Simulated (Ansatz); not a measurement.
Coupled-cluster diagnostics for V3⁻ (the lowest singlet isomer of a short search), Ansatz.

Geometry of the singlet (PBE0-D4/def2-TZVPD):

Cartesian coordinates in Å:
```
V -0.463 -0.145 1.268
V 0.393 -0.748 -0.926
V 0.070 0.892 -0.342
```

Correlated methods freeze 15 core orbitals; core or outer-core shells of V are correlated, in sets that lack core-valence functions. The geometry of the singlet was relaxed on an unsound state (restricted singlet whose occupied levels cross empty ones at other levels, untested at these). At PBE0-D4/def2-TZVPD a triplet of charge -1 lies 2.33 eV below the restricted singlet, each at its own geometry. That triplet is doubtful there (⟨S²⟩ 6.74, where a pure state has 2.00). The structure comes from a short search, and lower isomers may exist.

Q: Estimate the CCSD(T) correlation energy, the shares of MP2 and (T), T1 and the reference's ⟨S²⟩ for: charge -1, singlet, own geometry in def2-TZVPD; and the rough time on 4 threads of Arm Neoverse V2 on a shared host.

A: 
```json
{"state": "charge -1, singlet, own geometry", "basis": "def2-TZVPD", "correlation (eV)": "-45.223", "MP2 share (%)": "83.1", "(T) share (%)": "12.1", "T1": "0.194", "⟨S²⟩ (pure)": "0.00 (0.00)", "wall time": "82 s", "remarks": "flagged by the program, large T1 (0.194), restricted SCF unstable"}
```
Customary marks for T1 are 0.02 (closed shells), 0.045 (open shells) and about 0.05 (3d metals). T1 exceeds 0.02 in 1 of 1 rows and 0.045 in 1; the higher it lies, the less the single-reference result can be trusted.
